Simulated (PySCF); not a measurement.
# Spin states of BeCl

Unrestricted PBE0; basis Be def2-TZVP, Cl def2-TZVP; no relativity; PySCF 2.14. Outer shells of the fragments: Be 2s2; Cl 3s2 3p5.

Followed along the bond (rough minima from three points):

```tsv
2Ms+1	unpaired	⟨S²⟩ at the start	R at minimum (Å)	Te (eV)
2	σ ↑	0.75	1.82	0.00
4	σ ↑, π ↑↑	3.75	none in the scan	≤ 6.30
```

Solutions found at the starting distance of 1.930 Å, counted from the lowest of them; the search is not exhaustive and high or unbound solutions are not listed, so other states can lie among these:

```tsv
2Ms+1	unpaired	term	E (eV)	⟨S²⟩	⟨Lz²⟩	μ (D)
2	σ ↑	²Σ⁺	0.00	0.75	0.00	-1.39
2	π ↑	²Π	3.21	0.76	1.00	-3.56
2	π ↑	²Π	5.57	0.76	1.01	5.23
4	σ ↑, π ↑↑	mixed	6.39	3.75	2.01	3.76
4	σ ↑, π ↑↑	mixed	6.62	3.75	2.01	3.85
4	σ ↑↑, π ↑	⁴Π	7.89	3.76	1.00	3.49
4	σ ↑↑, π ↑	⁴Π	8.93	3.75	1.01	0.83
4	π ↑↑↑	⁴Π	9.26	3.76	1.01	1.92
```

A term symbol is given only where ⟨S²⟩ and ⟨Lz²⟩ are close to those of a pure state; real π, δ and φ orbitals otherwise mix terms. A positive dipole means Be(−)Cl(+).

Counting both spins, an empty level lies below a filled one in some of these solutions, because spin and occupation are held.
